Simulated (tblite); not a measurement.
Compound: C3H4F2SSi.
SMILES with atom numbers: `[F:1][CH:2]([F:3])[C:4]([SiH3:5])=[C:6]=[S:7]` (hydrogens: H8 on C2; H9, H10, H11 on Si5)

Computed with GFN2-xTB (tblite), gas phase: L-BFGS steps from a force-field or distance-geometry start until the largest atomic force falls under 0.01 eV/Å.

Step 5: E = -621.9727 eV
```
atom  x, y, z in Å  |  force x, y, z in eV/Å
F1     -0.9624   -1.7392   -0.9310    0.040   0.181   0.028
C2     -1.1168   -0.9274    0.1521   -0.079   0.003   0.018
F3     -0.7022   -1.6871    1.2047    0.051   0.178  -0.045
C4     -0.3349    0.3381    0.0249    0.043   0.158   0.010
Si5     1.5571    0.0925   -0.1895    0.072   0.038  -0.010
C6     -0.8448    1.5349    0.0615    0.052  -0.678   0.006
S7     -1.4016    2.9847    0.0962    0.078   0.051  -0.012
H8     -2.1915   -0.7434    0.2821   -0.095  -0.047  -0.006
H9      1.9209    0.7121   -1.4596   -0.004   0.046  -0.076
H10     2.2015    0.7691    0.9325    0.005   0.031   0.060
H11     1.8802   -1.3317   -0.1997   -0.163   0.039   0.027
```

Step 6: E = -621.9835 eV
```
atom  x, y, z in Å  |  force x, y, z in eV/Å
F1     -0.9599   -1.7304   -0.9274    0.014   0.098  -0.094
C2     -1.1195   -0.9194    0.1526   -0.060  -0.151   0.017
F3     -0.6994   -1.6786    1.2003    0.041   0.103   0.081
C4     -0.3282    0.3356    0.0252    0.000  -0.059   0.011
Si5     1.5597    0.0957   -0.1903    0.128   0.020  -0.013
C6     -0.8526    1.5195    0.0626    0.063  -0.303  -0.002
S7     -1.3917    2.9736    0.0952   -0.008   0.177  -0.005
H8     -2.1982   -0.7473    0.2819   -0.013   0.012  -0.007
H9      1.9207    0.7144   -1.4639   -0.009   0.033  -0.036
H10     2.2020    0.7709    0.9362   -0.007   0.019   0.024
H11     1.8726   -1.3313   -0.1984   -0.148   0.052   0.023
```

Step 7: E = -621.9866 eV
```
atom  x, y, z in Å  |  force x, y, z in eV/Å
F1     -0.9587   -1.7257   -0.9278   -0.001   0.035  -0.125
C2     -1.1214   -0.9188    0.1530   -0.016  -0.137   0.008
F3     -0.6976   -1.6739    1.2001    0.028   0.041   0.118
C4     -0.3253    0.3327    0.0255   -0.022  -0.108   0.011
Si5     1.5625    0.0973   -0.1908    0.107   0.028  -0.014
C6     -0.8554    1.5117    0.0630    0.021  -0.026  -0.002
S7     -1.3877    2.9708    0.0947    0.017   0.068  -0.005
H8     -2.2009   -0.7486    0.2818    0.008   0.020  -0.004
H9      1.9205    0.7158   -1.4660   -0.008   0.028  -0.021
H10     2.2020    0.7718    0.9380   -0.005   0.018   0.014
H11     1.8674   -1.3304   -0.1975   -0.130   0.034   0.020
```

Step 8: E = -621.9888 eV
```
atom  x, y, z in Å  |  force x, y, z in eV/Å
F1     -0.9580   -1.7219   -0.9305   -0.013  -0.020  -0.101
C2     -1.1230   -0.9210    0.1534    0.029  -0.072  -0.002
F3     -0.6959   -1.6700    1.2024    0.008  -0.017   0.102
C4     -0.3239    0.3291    0.0259   -0.029  -0.084   0.008
Si5     1.5664    0.0990   -0.1914    0.039   0.041  -0.010
C6     -0.8570    1.5061    0.0632    0.003   0.125  -0.002
S7     -1.3842    2.9694    0.0943    0.044  -0.033  -0.007
H8     -2.2026   -0.7490    0.2816    0.025   0.006  -0.002
H9      1.9202    0.7173   -1.4679   -0.002   0.027  -0.014
H10     2.2020    0.7729    0.9395    0.003   0.021   0.011
H11     1.8612   -1.3292   -0.1965   -0.106   0.007   0.017
```

Q: Estimate the geometry and energy of step 9. (The exact step hangs on the optimiser's Hessian estimate; all steps are aligned on step 8, rigid shifts and turns removed.)

A: E = -621.9901 eV, largest force 0.122 eV/Å
```
atom  x, y, z in Å  |  force x, y, z in eV/Å
F1     -0.9578   -1.7201   -0.9342   -0.016  -0.044  -0.041
C2     -1.1233   -0.9240    0.1537    0.047  -0.013  -0.007
F3     -0.6948   -1.6682    1.2059   -0.012  -0.046   0.048
C4     -0.3240    0.3264    0.0263   -0.017  -0.028   0.003
Si5     1.5693    0.1008   -0.1920   -0.029   0.044  -0.003
C6     -0.8571    1.5038    0.0633    0.012   0.121  -0.003
S7     -1.3816    2.9688    0.0939    0.052  -0.060  -0.007
H8     -2.2029   -0.7491    0.2814    0.039  -0.015  -0.001
H9      1.9200    0.7188   -1.4693    0.003   0.027  -0.012
H10     2.2021    0.7739    0.9406    0.009   0.023   0.010
H11     1.8554   -1.3283   -0.1956   -0.088  -0.008   0.014
```

The energy changes by -0.0013 eV. The first-order estimate −F·Δx gives -0.0019 eV and the mean of the old and new forces, exact on a quadratic surface, -0.0013 eV. The step makes an angle of 49° with the force vector and moves no atom by more than 0.006 Å.

The cost below is that of the whole relaxation. The run took 0.12 s on an AMD EPYC 9R45 with one thread, shared host.
